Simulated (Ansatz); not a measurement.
```yaml
crystal:
  periodic: [false, false, false]
  atoms:
    - {symbol: V, position_ang: [0.405765, -1.298137, 0.063214]}
    - {symbol: V, position_ang: [0.622668, 0.913655, 0.009461]}
    - {symbol: V, position_ang: [-1.028432, 0.384482, -0.072675]}
basis:
  gaussian: {orbitals: def2-TZVP}
total_charge: 1
hamiltonian: {xc: {name: revPBE}, dispersion: d4}
scf: {lower_state_search: full}
output: {forces: true}
```

```sh
$ ansatz run in.yaml --threads 4 --pin off --events-out ev --progress --plain --max-ram 3916MiB
```

It prints (some lines left out):

```
Functional definition: revPBE
1302 factors; their error is unknown
mean field evaluation 1: about -76917.5018 eV, gradient 2.9e2 eV
mean field evaluation 2: about -75028.9694 eV, gradient 9.5e2 eV
mean field evaluation 4: about -76897.1865 eV, gradient 1.9e2 eV
mean field evaluation 8: about -77034.7013 eV, gradient 6.6e1 eV
mean field evaluation 16: about -77044.8086 eV, gradient 4.0e0 eV
mean field evaluation 32: about -77045.1113 eV, gradient 6.1e-5 eV
mean field evaluation 64: about -77044.0976 eV, gradient 1.6e-5 eV
mean field evaluation 96: about -77044.0996 eV, gradient 1.5e-1 eV
mean field evaluation 128: about -76997.7889 eV, gradient 1.7e2 eV
mean field evaluation 160: about -77039.2529 eV, gradient 1.5e1 eV
mean field evaluation 192: about -77041.9802 eV, gradient 3.4e1 eV
mean field evaluation 224: about -76978.6989 eV, gradient 1.7e2 eV
mean field evaluation 256: about -77027.8985 eV, gradient 3.3e1 eV
mean field evaluation 288: about -76986.0787 eV, gradient 1.3e2 eV
mean field evaluation 320: about -76986.0787 eV, gradient 1.3e2 eV
mean field evaluation 352: about -77045.1113 eV, gradient 1.8e-6 eV
mean field -77045.11126127 eV, -2831.3556157996 hartree, gradient 1.8e-6 eV, S^2 0.000000; 12 other end points of the search recorded, 0 dependent functions left out
reference -77045.11130976 eV, -2831.3556175814 hartree; 34, 34 occupied and 101, 101 virtual orbitals, 1302 factors
Total energy: -77045.25995599 eV, -2831.3610802298 hartree
Atom 0 at     0.405765    -1.298137     0.063214 Å, force     0.140929    -0.437682     0.021558 eV/Å
Atom 1 at     0.622668     0.913655     0.009461 Å, force     2.320802     0.980375     0.108324 eV/Å
Atom 2 at    -1.028432     0.384482    -0.072675 Å, force    -2.461731    -0.542693    -0.129882 eV/Å
Dipole moment:     0.011707    -0.027583     0.001526 e Å
```

Hardware: 4 threads of Intel Xeon 6975P-C on a shared host. Wall time 14 s.

The restricted singlet is unstable towards broken spin symmetry at other levels; at RKS revPBE-D4/def2-TZVP this wasn't settled.

The dipole of an ion depends on the origin.
